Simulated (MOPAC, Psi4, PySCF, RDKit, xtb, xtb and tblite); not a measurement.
Two geometries of SMILES [GeH3][SiH2]CBr, relaxed at GFN2-xTB with one dihedral held; other torsions can differ between them too.

Structure A

```
11

Ge     1.6748     0.5061     0.0529
Si    -0.2042    -0.7541     0.6374
C     -1.5889    -0.2574    -0.5826
Br    -0.9459    -0.6845    -2.3758
H      2.5935    -0.1339    -0.9375
H      2.5580     0.8391     1.2162
H      1.3516     1.8392    -0.5518
H     -0.0019    -2.1944     0.4701
H     -0.7155    -0.4790     1.9846
H     -1.8071     0.8077    -0.5806
H     -2.5147    -0.8083    -0.4450
```

Structure B

```
11

Ge     1.7039     0.4869     0.0578
Si    -0.1991    -0.7535     0.6057
C     -1.6091    -0.1892    -0.5665
Br    -0.8548     0.3922    -2.2729
H      2.4282     0.0107    -1.1594
H      2.7441     0.4699     1.1392
H      1.4563     1.9425    -0.1886
H     -0.0067    -2.1851     0.3549
H     -0.7044    -0.5673     1.9686
H     -2.1585     0.6653    -0.1789
H     -2.3166    -0.9809    -0.7945
```

Task: Which is lower in energy at the level DF-MP2 (frozen core)/cc-pVTZ // GFN2-xTB (Psi4), and by how much?

Result: A is lower, by 5.74 kJ/mol (dihedral Ge1–Si2–C3–Br4: 60° in A, 30° in B).

E(B) − E(A) in kJ/mol at the other levels, on the same two geometries: GFN2-xTB (xtb and tblite) 1.03; PBE0/def2-TZVP // GFN2-xTB (Psi4) 5.42; PBE0-D3(BJ)/def2-TZVP // GFN2-xTB (Psi4) 5.20; PBE/def2-TZVP // GFN2-xTB (Psi4) 5.38; PBE-D3(BJ)/def2-TZVP // GFN2-xTB (Psi4) 5.13; wB97X-D/def2-TZVP // GFN2-xTB (Psi4) 5.97; HF/cc-pVTZ // GFN2-xTB (Psi4) 7.63; UFF // GFN2-xTB (RDKit) 6.93; PM3, restricted, heats of formation // GFN2-xTB (MOPAC) 3.68; PM7, restricted, heats of formation // GFN2-xTB (MOPAC) -1.33; GFN1-xTB // GFN2-xTB (xtb) 1.95; restricted B3LYP/6-31G*, spherical d, density fitting // GFN2-xTB (PySCF) 5.66; restricted MP2 (frozen core)/3-21G // GFN2-xTB (PySCF) 5.76; restricted B3LYP/3-21G // GFN2-xTB (PySCF) 4.84.
